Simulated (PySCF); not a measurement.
**Tl₃S⁺: fields on a plane**

Method: PySCF, PBE0, basis S def2-SVP, Tl def2-SVP with ECP60 (scalar-relativistic core potentials, no spin–orbit coupling, density fitting).

The singlet minimum has S–Tl 2.704 Å (×3); Tl–S–Tl 120.0° (×3).

The plane holds S1 at (0.00, 0.00), Tl2 at (2.70, 0.00), Tl3 at (-1.35, 2.34), Tl4 at (-1.35, -2.34) Å. Columns run from x = -3.45 to 4.95 Å, rows from y = 4.65 (top) to -4.35 Å, in steps of 0.3 Å. Other isomers or separated fragments may lie lower. Core electrons replaced by a potential are absent, the electrostatic potential uses the reduced nuclear charge, and values within about 0.7 Å of such atoms have no physical meaning.

Question: Give the electron localisation function (set to 0 where the density is under 0.005 e/Å³). Lower edges of the bins: '_' 0.000, '.' 0.086, ':' 0.172, '-' 0.258, '=' 0.344, '+' 0.430, '*' 0.517, '#' 0.603, '%' 0.689, '@' 0.775; top 0.86, each point printed twice.

Answer: 
```
__________==++====________________________________________
______++######****++--____________________________________
____**########****++++--..________________________________
__++######****++++++====--________________________________
--**####**++============--..______________________________
==******++==++++++==--==--::______________________________
++**++++==**%%%%%%**==----..______________________________
==++++====##%%__%%##==----..______________________________
--========%%**__**%%==--::..______________________________
--========**@@%%@@**--::....__________..::::------________
..--------==**##**==::..::::::..____..::----====++==--____
__::------------::::::--++**++--....::----======++**++--__
____..::::::::::::--**%%@@@@##++::..----========++******__
________......::++%%@@@@%%@@@@**::::--++****++==++**####==
__________..::++%%@@==____==@@%%::::==##@@@@##++==**####**
__________..==##@@%%__@@@@__@@%%::::**@@____@@**==**####**
__________..==##@@%%__@@@@__@@%%::::**@@____@@**==**####**
__________..::++%%@@==____==@@%%::::==##@@@@##++==**####**
________......::++%%@@@@%%@@@@**::::--++****++==++**####==
____..::::::::::::--**%%@@@@##++::..----========++******__
__::------------::::::--++**++--....::----======++**++--__
..--------==**##**==::..::::::..____..::----====++==--____
--========**@@%%@@**--::....__________..::::------________
--========%%**__**%%==--::..______________________________
==++++====##%%__%%##==----..______________________________
++**++++==**%%%%%%**==----..______________________________
==******++==++++++==--==--::______________________________
--**####**++============--..______________________________
__++######****++++++====--________________________________
____**########****++++--..________________________________
______++######****++--____________________________________
```

Question: Give the electrostatic potential (V) (cut at 20 V). Lower edges of the bins (V): '_' 2.19, '.' 2.30, ':' 2.46, '-' 2.73, '=' 3.15, '+' 3.81, '*' 4.86, '#' 6.53, '%' 9.17, '@' 13.36; top 20.0, each point printed twice.

Answer: 
```
------==========================----------::::::::....____
----======++++++++++++++++==========----------::::::....__
--====++++++**********++++++==========----------::::::....
====++++****########****++++++++==========----------::::..
==++++**##%%%%@@@@%%####**++++++++============--------::::
++++**##%%@@@@@@@@@@%%##****++++++++============--------::
++++**%%@@@@@@@@@@@@@@%%##**++++++++++++++==========------
++**##%%@@@@@@@@@@@@@@%%##**++++++++++++++++++========----
++**##%%@@@@@@@@@@@@@@%%##**++++++++++++++++++++++======--
++**##%%@@@@@@@@@@@@@@%%##**++++++++**********++++++====--
++**##%%@@@@@@@@@@@@@@##**++++++++******####****++++======
++****##%%@@@@@@@@@@%%##**++++++++**####%%%%####**++++====
++++****####%%%%%%%%%%%%%%##**++**##%%@@@@@@@@%%##**++====
++++++**********##%%@@@@@@@@%%**##%%@@@@@@@@@@@@%%**++++==
++++++++++++++**##@@@@@@@@@@@@####@@@@@@@@@@@@@@@@##**++==
++++++++++++++**%%@@@@@@@@@@@@%%%%@@@@@@@@@@@@@@@@##**++==
++++++++++++++**%%@@@@@@@@@@@@%%%%@@@@@@@@@@@@@@@@##**++==
++++++++++++++**##@@@@@@@@@@@@####@@@@@@@@@@@@@@@@##**++==
++++++**********##%%@@@@@@@@%%**##%%@@@@@@@@@@@@%%**++++==
++++****####%%%%%%%%%%%%%%##**++**##%%@@@@@@@@%%##**++====
++****##%%@@@@@@@@@@%%##**++++++++**####%%%%####**++++====
++**##%%@@@@@@@@@@@@@@##**++++++++******####****++++======
++**##%%@@@@@@@@@@@@@@%%##**++++++++**********++++++====--
++**##%%@@@@@@@@@@@@@@%%##**++++++++++++++++++++++======--
++**##%%@@@@@@@@@@@@@@%%##**++++++++++++++++++========----
++++**%%@@@@@@@@@@@@@@%%##**++++++++++++++==========------
++++**##%%@@@@@@@@@@%%##****++++++++============--------::
==++++**##%%%%@@@@%%####**++++++++============--------::::
====++++****########****++++++++==========----------::::..
--====++++++**********++++++==========----------::::::....
----======++++++++++++++++==========----------::::::....__
```

No spin–orbit coupling is included, which matters more the heavier the element.
